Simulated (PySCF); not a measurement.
# Stretching CsSe

Set-up: basis Cs def2-TZVPP with ECP46, Se def2-TZVPP; scalar-relativistic core potentials; PySCF 2.14. Energies in eV from Cs + Se in their ground configurations at the same level. State: ²Π (doublet), unpaired electrons π ↑.

| R (Å) | UHF | HSE06 | UHF-SCS-MP2 | MN15 |
| --- | --- | --- | --- | --- |
| 2.766 | -0.797 | -2.097 | -1.768 | -1.995 |
| 2.894 | -1.205 | -2.402 | -2.108 | -2.307 |
| 3.023 | -1.452 | -2.567 | -2.302 | -2.477 |
| 3.119 | -1.560 | -2.625 | -2.378 | -2.539 |
| 3.216 | -1.619 | -2.641 | -2.410 | -2.559 |
| 3.312 | -1.640 | -2.627 | -2.409 | -2.549 |
| 3.441 | -1.625 | -2.574 | -2.370 | -2.500 |
| 3.602 | -1.559 | -2.471 | -2.281 | -2.402 |
| 3.795 | -1.437 | -2.319 | -2.139 | -2.253 |
| 4.052 | -1.241 | -2.097 | -1.924 | -2.032 |

**Question.** Put a parabola through the three lowest points of the UHF curve and estimate Re, k and ωe (reduced mass 49.91 u; 1 eV/Å² = 0.16022 mdyn/Å; ωe = 1302.8·√(k/μ) cm⁻¹).

**Answer.** Through R = 3.216, 3.312, 3.441 Å the second-order coefficient is 1.49 eV/Å², so Re ≈ 3.337 Å, k ≈ 0.477 mdyn/Å and ωe ≈ 127 cm⁻¹. A polynomial fit of higher order to the unrounded UHF energies gives Re = 3.331 Å, k = 0.463 mdyn/Å, ωe = 125 cm⁻¹; anharmonicity and rounding make the difference.

The higher-order fit for each curve: UHF: Re = 3.331 Å, ωe = 125 cm⁻¹, De = 1.64 eV; HSE06: Re = 3.215 Å, ωe = 134 cm⁻¹, De = 2.64 eV; UHF-SCS-MP2: Re = 3.259 Å, ωe = 130 cm⁻¹, De = 2.41 eV; MN15: Re = 3.227 Å, ωe = 132 cm⁻¹, De = 2.56 eV.

Correlated steps freeze 9 core orbitals. These are scalar-relativistic numbers at best; spin–orbit coupling would shift them, the dissociation energy most. The state is the lowest determinant that a PBE0 search found; another state may lie lower at other levels.
